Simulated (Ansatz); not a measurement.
Harmonic vibrations of H$_{6}$MoN$_{4}$, SMILES `[NH]=[Mo](=[NH])([NH2])[NH2]` by finite differences.

```yaml
crystal:
  periodic: [false, false, false]
  atoms:
    - {symbol: N, position_ang: [-0.695758, 1.654283, 0.352966]}
    - {symbol: Mo, position_ang: [0.081857, 0.126586, 0.100368]}
    - {symbol: N, position_ang: [1.632237, -0.059119, 0.851530]}
    - {symbol: N, position_ang: [-1.085035, -1.243687, 0.842500]}
    - {symbol: N, position_ang: [0.342789, -0.076409, -1.818147]}
    - {symbol: H, position_ang: [-0.783311, 2.592333, 0.717350]}
    - {symbol: H, position_ang: [2.426353, 0.230380, 1.404666]}
    - {symbol: H, position_ang: [-0.745357, -2.078429, 1.292202]}
    - {symbol: H, position_ang: [-2.068612, -1.104915, 1.009003]}
    - {symbol: H, position_ang: [1.141724, -0.535827, -2.224398]}
    - {symbol: H, position_ang: [-0.181487, 0.437802, -2.507440]}
basis:
  gaussian: {orbitals: def2-TZVP}
hamiltonian: {xc: pbe0, dispersion: d4}
phonons: {temperatures: {t_min: 298.15, t_max: 900, t_step: 200}}
```

```sh
$ ansatz run in.yaml --threads 4 --pin off --events-out ev --progress --plain --max-ram 10444MiB
```

Shortened log:

```
Functional definition: PBE0
mean field -7911.20553173 eV, -290.7314408835 hartree, gradient 8.2e-6 eV, S^2 0.000000; 0 other end points of the search recorded, 0 dependent functions left out
mean field -7911.20544464 eV, -290.7314376830 hartree, gradient 2.0e-6 eV, S^2 0.000000; 0 other end points of the search recorded, 0 dependent functions left out
mean field -7911.20554080 eV, -290.7314412168 hartree, gradient 1.5e-6 eV, S^2 0.000000; 0 other end points of the search recorded, 0 dependent functions left out
mean field -7911.20534032 eV, -290.7314338492 hartree, gradient 1.4e-6 eV, S^2 0.000000; 0 other end points of the search recorded, 0 dependent functions left out
mean field -7911.20524032 eV, -290.7314301744 hartree, gradient 1.5e-6 eV, S^2 0.000000; 0 other end points of the search recorded, 0 dependent functions left out
mean field -7911.20549053 eV, -290.7314393693 hartree, gradient 1.7e-6 eV, S^2 0.000000; 0 other end points of the search recorded, 0 dependent functions left out
mean field -7911.20549485 eV, -290.7314395282 hartree, gradient 1.8e-6 eV, S^2 0.000000; 0 other end points of the search recorded, 0 dependent functions left out
mean field -7911.20531610 eV, -290.7314329589 hartree, gradient 1.5e-6 eV, S^2 0.000000; 0 other end points of the search recorded, 0 dependent functions left out
mean field -7911.20532454 eV, -290.7314332692 hartree, gradient 1.5e-6 eV, S^2 0.000000; 0 other end points of the search recorded, 0 dependent functions left out
mean field -7911.20532693 eV, -290.7314333570 hartree, gradient 1.4e-6 eV, S^2 0.000000; 0 other end points of the search recorded, 0 dependent functions left out
mean field -7911.20533888 eV, -290.7314337961 hartree, gradient 1.4e-6 eV, S^2 0.000000; 0 other end points of the search recorded, 0 dependent functions left out
mean field -7911.20537395 eV, -290.7314350852 hartree, gradient 1.7e-6 eV, S^2 0.000000; 0 other end points of the search recorded, 0 dependent functions left out
mean field -7911.20537156 eV, -290.7314349971 hartree, gradient 1.7e-6 eV, S^2 0.000000; 0 other end points of the search recorded, 0 dependent functions left out
mean field -7911.20538693 eV, -290.7314355620 hartree, gradient 1.4e-6 eV, S^2 0.000000; 0 other end points of the search recorded, 0 dependent functions left out
mean field -7911.20526258 eV, -290.7314309923 hartree, gradient 1.5e-6 eV, S^2 0.000000; 0 other end points of the search recorded, 0 dependent functions left out
mean field -7911.20547894 eV, -290.7314389433 hartree, gradient 1.9e-6 eV, S^2 0.000000; 0 other end points of the search recorded, 0 dependent functions left out
mean field -7911.20553107 eV, -290.7314408592 hartree, gradient 1.5e-6 eV, S^2 0.000000; 0 other end points of the search recorded, 0 dependent functions left out
mean field -7911.20546178 eV, -290.7314383126 hartree, gradient 1.5e-6 eV, S^2 0.000000; 0 other end points of the search recorded, 0 dependent functions left out
mean field -7911.20543021 eV, -290.7314371526 hartree, gradient 2.1e-6 eV, S^2 0.000000; 0 other end points of the search recorded, 0 dependent functions left out
mean field -7911.20531186 eV, -290.7314328033 hartree, gradient 2.1e-6 eV, S^2 0.000000; 0 other end points of the search recorded, 0 dependent functions left out
mean field -7911.20536720 eV, -290.7314348369 hartree, gradient 2.2e-6 eV, S^2 0.000000; 0 other end points of the search recorded, 0 dependent functions left out
mean field -7911.20535286 eV, -290.7314343099 hartree, gradient 2.1e-6 eV, S^2 0.000000; 0 other end points of the search recorded, 0 dependent functions left out
mean field -7911.20541332 eV, -290.7314365317 hartree, gradient 2.2e-6 eV, S^2 0.000000; 0 other end points of the search recorded, 0 dependent functions left out
mean field -7911.20549268 eV, -290.7314394482 hartree, gradient 2.2e-6 eV, S^2 0.000000; 0 other end points of the search recorded, 0 dependent functions left out
mean field -7911.20546412 eV, -290.7314383986 hartree, gradient 2.1e-6 eV, S^2 0.000000; 0 other end points of the search recorded, 0 dependent functions left out
mean field -7911.20539701 eV, -290.7314359326 hartree, gradient 2.1e-6 eV, S^2 0.000000; 0 other end points of the search recorded, 0 dependent functions left out
mean field -7911.20538406 eV, -290.7314354566 hartree, gradient 2.0e-6 eV, S^2 0.000000; 0 other end points of the search recorded, 0 dependent functions left out
mean field -7911.20544797 eV, -290.7314378054 hartree, gradient 2.1e-6 eV, S^2 0.000000; 0 other end points of the search recorded, 0 dependent functions left out
mean field -7911.20546292 eV, -290.7314383548 hartree, gradient 2.0e-6 eV, S^2 0.000000; 0 other end points of the search recorded, 0 dependent functions left out
mean field -7911.20531130 eV, -290.7314327828 hartree, gradient 2.1e-6 eV, S^2 0.000000; 0 other end points of the search recorded, 0 dependent functions left out
mean field -7911.20539875 eV, -290.7314359963 hartree, gradient 2.3e-6 eV, S^2 0.000000; 0 other end points of the search recorded, 0 dependent functions left out
mean field -7911.20552927 eV, -290.7314407931 hartree, gradient 2.0e-6 eV, S^2 0.000000; 0 other end points of the search recorded, 0 dependent functions left out
mean field -7911.20552579 eV, -290.7314406650 hartree, gradient 1.8e-6 eV, S^2 0.000000; 0 other end points of the search recorded, 0 dependent functions left out
mean field -7911.20544671 eV, -290.7314377589 hartree, gradient 2.0e-6 eV, S^2 0.000000; 0 other end points of the search recorded, 0 dependent functions left out
mean field -7911.20537110 eV, -290.7314349805 hartree, gradient 2.0e-6 eV, S^2 0.000000; 0 other end points of the search recorded, 0 dependent functions left out
mean field -7911.20552828 eV, -290.7314407565 hartree, gradient 1.6e-6 eV, S^2 0.000000; 0 other end points of the search recorded, 0 dependent functions left out
mean field -7911.20549368 eV, -290.7314394852 hartree, gradient 2.0e-6 eV, S^2 0.000000; 0 other end points of the search recorded, 0 dependent functions left out
mean field -7911.20547162 eV, -290.7314386743 hartree, gradient 1.9e-6 eV, S^2 0.000000; 0 other end points of the search recorded, 0 dependent functions left out
mean field -7911.20541280 eV, -290.7314365129 hartree, gradient 2.0e-6 eV, S^2 0.000000; 0 other end points of the search recorded, 0 dependent functions left out
mean field -7911.20553410 eV, -290.7314409704 hartree, gradient 2.0e-6 eV, S^2 0.000000; 0 other end points of the search recorded, 0 dependent functions left out
mean field -7911.20550180 eV, -290.7314397835 hartree, gradient 1.5e-6 eV, S^2 0.000000; 0 other end points of the search recorded, 0 dependent functions left out
mean field -7911.20551105 eV, -290.7314401236 hartree, gradient 1.5e-6 eV, S^2 0.000000; 0 other end points of the search recorded, 0 dependent functions left out
mean field -7911.20546347 eV, -290.7314383748 hartree, gradient 2.0e-6 eV, S^2 0.000000; 0 other end points of the search recorded, 0 dependent functions left out
mean field -7911.20550240 eV, -290.7314398054 hartree, gradient 2.2e-6 eV, S^2 0.000000; 0 other end points of the search recorded, 0 dependent functions left out
mean field -7911.20550062 eV, -290.7314397402 hartree, gradient 1.4e-6 eV, S^2 0.000000; 0 other end points of the search recorded, 0 dependent functions left out
mean field -7911.20540402 eV, -290.7314361901 hartree, gradient 1.9e-6 eV, S^2 0.000000; 0 other end points of the search recorded, 0 dependent functions left out
mean field -7911.20545944 eV, -290.7314382268 hartree, gradient 1.8e-6 eV, S^2 0.000000; 0 other end points of the search recorded, 0 dependent functions left out
mean field -7911.20551693 eV, -290.7314403393 hartree, gradient 2.1e-6 eV, S^2 0.000000; 0 other end points of the search recorded, 0 dependent functions left out
mean field -7911.20548613 eV, -290.7314392075 hartree, gradient 1.5e-6 eV, S^2 0.000000; 0 other end points of the search recorded, 0 dependent functions left out
mean field -7911.20536254 eV, -290.7314346658 hartree, gradient 2.3e-6 eV, S^2 0.000000; 0 other end points of the search recorded, 0 dependent functions left out
mean field -7911.20542496 eV, -290.7314369598 hartree, gradient 2.2e-6 eV, S^2 0.000000; 0 other end points of the search recorded, 0 dependent functions left out
mean field -7911.20551154 eV, -290.7314401415 hartree, gradient 1.4e-6 eV, S^2 0.000000; 0 other end points of the search recorded, 0 dependent functions left out
mean field -7911.20552286 eV, -290.7314405576 hartree, gradient 2.1e-6 eV, S^2 0.000000; 0 other end points of the search recorded, 0 dependent functions left out
mean field -7911.20553222 eV, -290.7314409013 hartree, gradient 1.8e-6 eV, S^2 0.000000; 0 other end points of the search recorded, 0 dependent functions left out
mean field -7911.20551540 eV, -290.7314402832 hartree, gradient 1.8e-6 eV, S^2 0.000000; 0 other end points of the search recorded, 0 dependent functions left out
mean field -7911.20545935 eV, -290.7314382235 hartree, gradient 2.2e-6 eV, S^2 0.000000; 0 other end points of the search recorded, 0 dependent functions left out
mean field -7911.20541805 eV, -290.7314367056 hartree, gradient 1.9e-6 eV, S^2 0.000000; 0 other end points of the search recorded, 0 dependent functions left out
mean field -7911.20548636 eV, -290.7314392159 hartree, gradient 2.0e-6 eV, S^2 0.000000; 0 other end points of the search recorded, 0 dependent functions left out
mean field -7911.20551065 eV, -290.7314401086 hartree, gradient 2.1e-6 eV, S^2 0.000000; 0 other end points of the search recorded, 0 dependent functions left out
mean field -7911.20547543 eV, -290.7314388145 hartree, gradient 1.9e-6 eV, S^2 0.000000; 0 other end points of the search recorded, 0 dependent functions left out
mean field -7911.20551970 eV, -290.7314404411 hartree, gradient 2.0e-6 eV, S^2 0.000000; 0 other end points of the search recorded, 0 dependent functions left out
mean field -7911.20547514 eV, -290.7314388037 hartree, gradient 1.6e-6 eV, S^2 0.000000; 0 other end points of the search recorded, 0 dependent functions left out
mean field -7911.20549544 eV, -290.7314395497 hartree, gradient 1.6e-6 eV, S^2 0.000000; 0 other end points of the search recorded, 0 dependent functions left out
mean field -7911.20550245 eV, -290.7314398074 hartree, gradient 2.1e-6 eV, S^2 0.000000; 0 other end points of the search recorded, 0 dependent functions left out
mean field -7911.20547988 eV, -290.7314389780 hartree, gradient 1.9e-6 eV, S^2 0.000000; 0 other end points of the search recorded, 0 dependent functions left out
mean field -7911.20543023 eV, -290.7314371535 hartree, gradient 1.8e-6 eV, S^2 0.000000; 0 other end points of the search recorded, 0 dependent functions left out
mean field -7911.20548639 eV, -290.7314392172 hartree, gradient 2.1e-6 eV, S^2 0.000000; 0 other end points of the search recorded, 0 dependent functions left out
Total energy: -7911.44837177 eV, -290.7403650902 hartree
Atom 0 at    -0.695758     1.654283     0.352966 Å, force    -0.004098    -0.000318    -0.001717 eV/Å
Atom 1 at     0.081857     0.126586     0.100368 Å, force     0.000775     0.001785     0.003381 eV/Å
Atom 2 at     1.632237    -0.059119     0.851530 Å, force     0.002206    -0.003077    -0.002607 eV/Å
Atom 3 at    -1.085035    -1.243687     0.842500 Å, force     0.000986     0.002518    -0.001416 eV/Å
Atom 4 at     0.342789    -0.076409    -1.818147 Å, force     0.000448    -0.000203     0.002755 eV/Å
Atom 5 at    -0.783311     2.592333     0.717350 Å, force     0.002432    -0.000622     0.001078 eV/Å
Atom 6 at     2.426353     0.230380     1.404666 Å, force    -0.001600     0.002006     0.000439 eV/Å
Atom 7 at    -0.745357    -2.078429     1.292202 Å, force    -0.001126    -0.000151     0.000143 eV/Å
Atom 8 at    -2.068612    -1.104915     1.009003 Å, force    -0.000180    -0.001408     0.000241 eV/Å
Atom 9 at     1.141724    -0.535827    -2.224398 Å, force    -0.000580     0.000012    -0.001443 eV/Å
Atom 10 at    -0.181487     0.437802    -2.507440 Å, force     0.000739    -0.000542    -0.000853 eV/Å
Dipole moment:     0.017647     0.030866     0.022904 e Å
Vibrations: 165.06 218.45 230.45 235.52 254.39 318.56 322.03 344.42 349.27 426.50 541.21 605.47 665.23 672.63 688.68 708.39 716.59 995.48 1020.15 1536.40 1540.22 3595.01 3597.80 3623.81 3626.69 3703.63 3703.78 cm⁻¹, zero-point energy 2.132888 eV
```

Run time 110 s (4 threads of an Intel Xeon Platinum 8488C on a shared host); peak host memory 0.52 GiB.
